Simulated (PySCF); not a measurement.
C6H11O (doublet state).
Structure used (GFN2-xTB), in Å, numbered top down from 1:
```
atom  x, y, z in Å
C1     2.9094   -0.6034    0.0275
C2     1.7685   -0.7027   -0.6367
C3     0.6685    0.2982   -0.5653
C4    -0.4215   -0.1900    0.4566
O5     0.1236   -0.2319    1.7543
C6    -1.5894    0.7059    0.4482
C7    -2.7061    0.5439   -0.5038
H8     3.6631   -1.3716   -0.0149
H9     3.1476    0.2662    0.6193
H10    1.5572   -1.5884   -1.2227
H11    0.1919    0.4253   -1.5371
H12    1.0381    1.2628   -0.2159
H13   -0.7218   -1.2067    0.1388
H14    1.0142   -0.6028    1.6985
H15   -1.6155    1.4935    1.1785
H16   -3.5999    0.1579    0.0001
H17   -2.4475   -0.1520   -1.2998
H18   -2.9893    1.5021   -0.9439
```

The hyperfine couplings belong to this conformer and change with its torsions.

Identity: `C(C=C)[C@H]([CH]C)O` [radical].

Method: PySCF 2.14.0, UKS B3LYP, pcH-1 on C H O, non-relativistic, mean-field spin-orbit, GIAO. The structure is a single GFN2-xTB conformer in the gas phase; no vibrational or solvent corrections. A GFN2-xTB geometry isn't a minimum of the functional, and hyperfine couplings can be far from their values at a DFT geometry. Stability of the SCF solution: not tested.

**Question.** The isotropic 13C couplings are +88.9, +77.2, -35.8, -33.8, +6.8, +1.3 MHz. Assign them to C1; C2; C3; C4; C6; C7.

**Answer.** 
```csv
site,a_iso (MHz),ρ(0) (bohr⁻³),position,distance from C6 (Å),spin population,largest |T| (MHz)
C1,+1.3,+0.0012,4 bonds from C6,4.70,+0.02,2.4
C2,+6.8,+0.0061,3 bonds from C6,3.80,0.00,3.1
C3,+77.2,+0.0687,2 bonds from C6,2.51,+0.05,11.0
C4,-35.8,-0.0318,1 bond from C6,1.47,-0.08,2.4
C6,+88.9,+0.0790,largest spin population,0.00,+1.03,162.1
C7,-33.8,-0.0301,1 bond from C6,1.48,-0.08,2.5
```

ρ(0) is the spin density at the nucleus and T the dipolar tensor; entries for several nuclei are means. Largest spin populations (Mulliken): C6 (+1.03), C7 (-0.08) and C4 (-0.08). C6 is the only atom above +0.15. The angles at C6 add up to 360.0°, so it is planar; its axial dipolar tensor and the negative coupling of its proton fit spin in a p orbital normal to that plane.

Means are taken over nuclei equivalent by connectivity, which assumes that they swap fast. The three 1H nuclei of mean +76.2 MHz run from 12.0 to 141.5 MHz in the frozen geometry.
